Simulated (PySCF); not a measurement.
A calculated (UHF, PySCF 2.14, Sapporo-DKH3-DZP-2012, the spin-free X2C one-electron Hamiltonian (Gaussian nucleus)) atom or ion has these occupied shells.

```csv
shell,electrons,orbital energy (eV),"rms radius, mean of both spins (bohr)"
1s α,1,-14445.8,0.0478
1s β,1,-14445.3,0.0478
2s α,1,-2001.9,0.199
2s β,1,-2001.6,0.199
2p α,3,-1770.2,0.177
2p β,3,-1769.6,0.177
3s α,1,-346.61,0.564
3s β,1,-345.59,0.564
3p α,3,-270.25,0.581
3p β,3,-268.88,0.581
3d α,5,-143.11,0.609
3d β,5,-142.39,0.609
4s α,1,-71.684,1.58
4s β,1,-61.228,1.58
4p α,3,-51.258,1.79
```

Question: Name the element and its charge.

Answer: Kr³⁺ (krypton, charge +3), in [Ar] 3d10 4s2 4p3, high-spin 4S determinant.
